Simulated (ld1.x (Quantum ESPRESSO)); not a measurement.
**Ranking TM potentials for oxygen (O)**

All share these settings but for the change named:

- Element: O (Z = 8)
- Generator: ld1.x (Quantum ESPRESSO) 7.5
- Type: norm-conserving Troullier–Martins (Kleinman–Bylander form)
- Functional: PBE
- Relativity: scalar-relativistic
- Frozen core: [He]
- Valence charge: 6
- Reference configuration: 2s2 2p4
- Partial waves: 2s (bound): rc 0.95 bohr; 2p (bound): rc 1.45 bohr
- Local potential: the p channel
- Core correction: none

Test errors are all-electron minus pseudo excitation energies from the reference, over 2s2 2p3; 2s2 2p2; 2s2 2p1; 2s1 2p4; 2s1 2p5; 2s2 2p3.5; 2s2 2p4.3. None of these files shows a bound ghost.

The base gives 555.2 meV.

Of 8 variants that were run, those that failed, showed a ghost or another fault, or gave nearly equal values are left out.

A variant can come out equal or close to the base, since the largest error may sit in a test that the change hardly touches while other tests move.

Task: Rank these variants by their largest absolute test error, smallest first.
A. wave 2s (bound): rc 0.95 bohr becomes 2s (bound): rc 1.20 bohr
B. wave 2s (bound): rc 0.95 bohr becomes 2s (bound): rc 0.88 bohr
C. wave 2s (bound): rc 0.95 bohr becomes 2s (bound): rc 1.40 bohr

Result: B (535.2 meV), A (654.1 meV), C (763.9 meV).
